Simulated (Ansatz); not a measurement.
One geometry of CdCl₄, several levels of theory.

```yaml
crystal:
  periodic: [false, false, false]
  atoms:
    - {symbol: Cd, position_ang: [0.782486, -0.259172, 1.161506]}
    - {symbol: Cl, position_ang: [-0.566860, 0.880180, -1.216836]}
    - {symbol: Cl, position_ang: [0.315570, -2.421700, 1.708022]}
    - {symbol: Cl, position_ang: [1.369586, 1.936665, 0.752807]}
    - {symbol: Cl, position_ang: [-1.900782, -0.135972, -2.405510]}
basis:
  gaussian: {orbitals: def2-TZVP, initial_orbitals: start.molden}
hamiltonian: {xc: pbe, dispersion: d4}
scf: {omitted_lower_state_checks: [starts]}
output: {forces: true, orbitals: {seedname: orbitals}}
```

The file start.molden holds the orbitals of an earlier run on this structure, at another level or in another basis.

```sh
$ ansatz run in.yaml --threads 4 --pin off --events-out ev --progress --plain --max-ram 4787MiB
```

It prints (some lines left out):

```
Functional definition: PBE
1393 factors; their error is unknown
mean field evaluation 1: about -54638.7741 eV, gradient 1.6e1 eV
mean field evaluation 2: about -54638.9399 eV, gradient 2.9e-1 eV
mean field evaluation 4: about -54638.9337 eV, gradient 6.4e-2 eV
mean field evaluation 8: about -54638.9337 eV, gradient 2.3e-5 eV
mean field -54638.93365665 eV, -2007.9437762823 hartree, gradient 2.3e-5 eV, S^2 0.000000; 0 other end points of the search recorded, 0 dependent functions left out
reference -54638.93370092 eV, -2007.9437779094 hartree; 44, 44 occupied and 144, 144 virtual orbitals, 1393 factors
Total energy: -54639.12385842 eV, -2007.9507660687 hartree
Atom 0 at     0.782486    -0.259172     1.161506 Å, force    -0.024144    -0.049333    -0.005748 eV/Å
Atom 1 at    -0.566860     0.880180    -1.216836 Å, force    -0.119878    -0.108769    -0.092482 eV/Å
Atom 2 at     0.315570    -2.421700     1.708022 Å, force     0.004897    -0.001509     0.007702 eV/Å
Atom 3 at     1.369586     1.936665     0.752807 Å, force     0.023136     0.060766    -0.004187 eV/Å
Atom 4 at    -1.900782    -0.135972    -2.405510 Å, force     0.115990     0.098845     0.094713 eV/Å
Dipole moment:     0.035506     0.068255     0.010527 e Å
Checks for a lower state left out: starts
```

It took 1.9 s on 4 threads of Arm Neoverse V2 on a shared host.

First input, but with `hamiltonian: {xc: {name: PBE-QIDH}}` and without the key `output` (abridged; 4.6 s):

```
Functional definition: PBE-QIDH
mean field -54617.29295354 eV, -2007.1484951119 hartree, gradient 2.1e-6 eV, S^2 0.000000
20 core orbitals not correlated: weight in the atoms' cores, before any rotation towards them, 1.000 or more for the frozen orbitals, at most 0.000 for the correlated occupied ones
second order -37.95077707 eV of doubles, -0.00000000 eV of singles
Total energy: -54629.94322617 eV, -2007.6133840562 hartree
Checks for a lower state left out: starts
```

The first input with `gaussian: {orbitals: def2-SVP, initial_orbitals: start.molden}`, `hamiltonian: {xc: pbe0, dispersion: d4}`, `output: {orbitals: {seedname: orbitals}}` (abridged; 1.4 s):

```
Functional definition: PBE0
mean field -54624.00477889 eV, -2007.3951501440 hartree, gradient 3.6e-5 eV, S^2 0.000000
Total energy: -54624.17077111 eV, -2007.4012502455 hartree
Checks for a lower state left out: starts
```

As the first input, with `gaussian: {orbitals: STO-3G}`, `hamiltonian: {xc: hf}`, `output: {orbitals: {seedname: orbitals}}` (abridged; 0.3 s):

```
Functional definition: HF
mean field -196740.31131695 eV, -7230.0730855254 hartree, gradient 1.4e-5 eV, S^2 0.000000
Total energy: -196740.31131695 eV, -7230.0730855254 hartree
Checks for a lower state left out: starts
```

First input, but with `hamiltonian: {xc: pbe}`, `correlation: {method: rpa}` and without the key `output` (abridged; 3.7 s):

```
Functional definition: PBE
mean field -54638.93365271 eV, -2007.9437761378 hartree, gradient 3.8e-6 eV, S^2 0.000000
20 core orbitals not correlated: weight in the atoms' cores, before any rotation towards them, 1.000 or more for the frozen orbitals, at most 0.000 for the correlated occupied ones
Total energy: -54607.27423410 eV, -2006.7803139632 hartree
Checks for a lower state left out: starts
```

As the first input, with `hamiltonian: {xc: r2scan, dispersion: d4}`, `output: {orbitals: {seedname: orbitals}}` (abridged; 3.8 s):

```
Functional definition: r2SCAN
mean field -54657.43856842 eV, -2008.6238192471 hartree, gradient 1.3e-5 eV, S^2 0.000000
Total energy: -54657.48564061 eV, -2008.6255491179 hartree
Checks for a lower state left out: starts
```

The first input with `hamiltonian: {xc: {name: LC-wPBE}}`, `output: {orbitals: {seedname: orbitals}}` (abridged; 2.2 s):

```
Functional definition: LC-wPBE
mean field -54645.81458952 eV, -2008.1966459013 hartree, gradient 9.7e-6 eV, S^2 0.000000
Total energy: -54645.81458952 eV, -2008.1966459015 hartree
Checks for a lower state left out: starts
```

Geometry: PBE0-D4/def2-SVP.

In the def2 sets Cd takes a core potential, while STO-3G treats all electrons; there is no spin–orbit coupling. LC-ωPBE has ω = 0.4 bohr⁻¹. Correlated methods freeze 20 core orbitals; core or outer-core shells of Cd are correlated, in sets that lack core-valence functions. In the singlet, Cl2 and Cl5 lie 2.06 Å apart (atoms count from 1), so these atoms are partly bonded to each other. The structure comes from a short search, and lower isomers may exist.
